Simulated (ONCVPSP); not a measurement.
# Building the ONCV potential for Ta (PBE, scalar-relativistic).

Ta, optimised norm-conserving Vanderbilt (ONCV), made with ONCVPSP 4.0.1 (PBE, scalar-relativistic). Core [Kr] 4d10 4f14, reference 5s2 5p6 5d3 6s2. Waves: 5s+6s: rc 1.90 bohr, ncon 4, nbas 8, qcut 7.6 1/bohr, 3 projectors, debl 3.9 Ha; 5p: rc 2.15 bohr, ncon 3, nbas 6, qcut 6.5 1/bohr, 2 projectors, debl 3.3 Ha; 5d: rc 2.75 bohr, ncon 4, nbas 8, qcut 6.3 1/bohr, 1 projector. Local part: polynomial inside 1.50 bohr (lpopt 5, dvloc0 2 Ha). Core correction: Teter function, fcfact 5.5, rcfact 1.15.

All-electron outer shells of the reference configuration (PBE, scalar-relativistic, ld1.x):

| shell | level (eV) | outermost node (bohr) | outermost maximum (bohr) |
| --- | --- | --- | --- |
| 5s | -73.00 | 0.54 | 0.98 |
| 5p | -39.40 | 0.58 | 1.13 |
| 4f | -24.70 | – | 0.44 |
| 6s | -5.44 | 1.32 | 2.78 |
| 5d | -3.59 | 0.65 | 1.58 |

Results:

```json
{"Cutoffs needed": "18 Ha and 21 Ha (the cutoffs (Ha) at which the residual kinetic energy of the hardest occupied pseudo-wave falls to 1 and 0.1 mHa per electron)", "Ghost test": "no bound ghost flagged; GHOST(+) flagged for s at 381.1 eV", "Largest excitation error": "-503 meV (all-electron minus pseudo) for 5s1 5p6 5d3 6s2, out of 4 test configurations", "rms error of d²Exc/dni dnj": "6.56 mHa without and 1.73 mHa with the model core"}
```

Generation and tests took about 3.8 s on one core of a shared server CPU.
